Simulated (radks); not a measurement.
Problem. The mean radii <r> (bohr) of the occupied orbitals of an atom or ion are listed with their occupations. All-electron calculation, non-relativistic Kohn-Sham, BLYP, spin-polarised, spherical densities, point nucleus. Program: a radial shooting solver on a logarithmic mesh with Libxc functionals.

| orbital | occ. | <r> |
|---|---|---|
| 1s up | 1 | 0.05691 |
| 1s down | 1 | 0.05691 |
| 2s up | 1 | 0.2590 |
| 2s down | 1 | 0.2585 |
| 2p up | 3 | 0.2266 |
| 2p down | 3 | 0.2260 |
| 3s up | 1 | 0.7693 |
| 3s down | 1 | 0.7749 |
| 3p up | 3 | 0.7968 |
| 3p down | 3 | 0.8057 |
| 3d up | 5 | 0.8989 |
| 4s up | 1 | 2.425 |
| 4s down | 1 | 2.528 |
| 4p up | 2 | 3.106 |

Name the element and its charge. Open shells, if any, are filled with parallel spins first.

Solution. Z = 27, cobalt, charge 0: Co in [Ar] 3d5 4s2 4p2. The 1s radius gives Z: for a bare nucleus <r> = 1.5/Z, 0.05556 bohr for Z = 27, and screening makes it slightly larger (0.05691 here). The occupations add up to 27, and the charge is Z minus that.
